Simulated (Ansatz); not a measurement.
A run of Ansatz (development build ahead of 0.2.0) on singlet H₁₄ at this shape:

| atom | x (Å) | y (Å) | z (Å) |
| --- | --- | --- | --- |
| H | 2.2497 | 0.0014 | -0.0079 |
| H | 2.0293 | 0.9850 | -0.0021 |
| H | 1.3974 | 1.7650 | -0.0094 |
| H | 0.4979 | 2.1883 | -0.0015 |
| H | -0.4981 | 2.1894 | 0.0089 |
| H | -1.4041 | 1.7574 | 0.0068 |
| H | -2.0347 | 0.9720 | -0.0081 |
| H | -2.2436 | -0.0087 | -0.0022 |
| H | -2.0198 | -0.9697 | 0.0080 |
| H | -1.4088 | -1.7530 | 0.0053 |
| H | -0.5090 | -2.1860 | -0.0051 |
| H | 0.5074 | -2.2007 | -0.0017 |
| H | 1.4099 | -1.7503 | 0.0069 |
| H | 2.0182 | -0.9772 | -0.0020 |

Its results:

```json
{"Converged": "yes", "Total energy": "-7.50857 hartree", "Spin squared of the determinant": "0.000"}
```

**Question.** Which input gives this output? Name the method, the orbitals and the basis set, and write the input.

**Answer.** RHF in 6-31G. An unrestricted run that stays on the closed shell gives the same numbers.

```yaml
crystal:
  periodic: [false, false, false]
  atoms:
    - { symbol: H, position_ang: [2.24966, 0.00143, -0.00789] }
    - { symbol: H, position_ang: [2.0293, 0.98497, -0.00205] }
    - { symbol: H, position_ang: [1.39737, 1.76497, -0.00936] }
    - { symbol: H, position_ang: [0.49792, 2.18827, -0.00151] }
    - { symbol: H, position_ang: [-0.49815, 2.18945, 0.00888] }
    - { symbol: H, position_ang: [-1.40414, 1.75744, 0.00676] }
    - { symbol: H, position_ang: [-2.03468, 0.97205, -0.00811] }
    - { symbol: H, position_ang: [-2.24362, -0.00868, -0.00224] }
    - { symbol: H, position_ang: [-2.01984, -0.9697, 0.00797] }
    - { symbol: H, position_ang: [-1.40884, -1.75296, 0.00528] }
    - { symbol: H, position_ang: [-0.509, -2.18604, -0.00509] }
    - { symbol: H, position_ang: [0.5074, -2.20067, -0.00169] }
    - { symbol: H, position_ang: [1.40988, -1.75034, 0.00687] }
    - { symbol: H, position_ang: [2.01824, -0.97721, -0.00204] }
basis:
  gaussian: { orbitals: "6-31G" }
hamiltonian:
  xc: hf
```

Caution: stretched shape with no unrestricted run beside it, a lower state can exist.
